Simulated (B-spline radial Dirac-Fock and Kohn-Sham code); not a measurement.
# K-line shifts caused by a second vacancy in Mo²⁺

System: molybdenum as Mo²⁺, configuration [Kr] 4d4, inside a Watson sphere of charge -2 and radius 2 Å (a model of the Madelung potential; inside it an electron's potential energy is raised by 14.4 eV).

The computed values come from a radial finite-basis atomic code: relaxed Dirac-Fock hole states (ΔSCF) with Breit and QED corrections and a finite nucleus. Each two-hole energy is an average over J within one jj subconfiguration, not an observable level; in light atoms, where LS coupling holds, the j-resolved values are not observed lines, and for a K spectator the Kα1 hypersatellite is nearly forbidden. The model has no electron correlation.

Lines without a spectator: Kα2 (K-L2) 17372.8 eV, Kα1 (K-L3) 17477.7 eV, Kβ3 (K-M2) 19585.6 eV, Kβ1 (K-M3) 19603.4 eV. Shifts in eV with one spectator hole (a dash: not computed, or left out as unreliable):

```
spectator hole     Kα2     Kα1     Kβ3     Kβ1
        K (1s)  +467.1  +477.3  +592.3  +594.3
    L2 (2p1/2)   +49.0   +61.0       –  +132.0
    L3 (2p3/2)   +50.7   +50.0  +121.0       –
    M2 (3p1/2)       –   +6.00  +14.02  +17.32
    M3 (3p3/2)   +4.76       –  +15.29  +14.70
    M4 (3d3/2)   +0.34   -1.68       –       –
    M5 (3d5/2)   -1.96   -0.57       –       –
```

With n spectator holes in 2p, averaged over the 2p shell (energies in eV):

| n | KαLⁿ | step | hypersatellite KαʰLⁿ |
| --- | --- | --- | --- |
| 0 | 17442.7 | – | 17916.6 |
| 1 | 17495.8 | +53.1 | 17971.0 |
| 2 | 17550.0 | +54.2 | 18026.6 |
| 3 | 17605.4 | +55.4 | 18083.3 |
| 4 | 17662.1 | +56.6 | 18141.3 |
| 5 | 17719.9 | +57.8 | 18200.5 |
